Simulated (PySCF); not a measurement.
GaHBr2, SMILES [Br][GaH][Br]. Atoms are numbered in the order given.

```xyz
4

Ga     0.0000     0.0000     0.8110
H      0.0000     0.0000     2.3615
Br     0.0000     1.9329    -0.3929
Br     0.0000    -1.9329    -0.3929
```
Charge 0, spin multiplicity 1.

Geometry optimised at PBE0-D3(BJ)/def2-SVP.

The numbers are results of TDA-B3LYP/def2-SVPD (PySCF 2.14.0), not measurements.

Vertical excitations. Gas-phase values at a fixed geometry. State labels are in the subgroup C2v.

```tsv
state	symmetry	energy (eV)	λ (nm)	f	main pairs
S1	A2	5.03	247	0.000	HOMO→LUMO 100 %
S2	B1	5.17	240	0.000	HOMO−1→LUMO 100 %
S3	B2	5.45	227	0.002	HOMO−2→LUMO 51 %, HOMO→LUMO+1 48 %
S4	A2	5.73	217	0.000	HOMO−2→LUMO+1 99 %
S5	B2	5.78	214	0.109	HOMO→LUMO+1 49 %, HOMO−2→LUMO 41 %
S6	A1	5.83	213	0.036	HOMO−1→LUMO+1 91 %
S7	A1	6.16	201	0.037	HOMO−3→LUMO 86 %
S8	B1	6.27	198	0.033	HOMO−3→LUMO+1 98 %
S9	A2	6.73	184	0.000	HOMO−4→LUMO 99 %
S10	B1	6.79	182	0.006	HOMO−5→LUMO 99 %
T1	A2	4.93	252	0	HOMO→LUMO 99 %
T2	B1	5.00	248	0	HOMO−1→LUMO 99 %
T3	B2	5.02	247	0	HOMO−2→LUMO 97 %
T4	B2	5.20	238	0	HOMO→LUMO+1 96 %
```
Triplets are in the Tamm–Dancoff approximation.
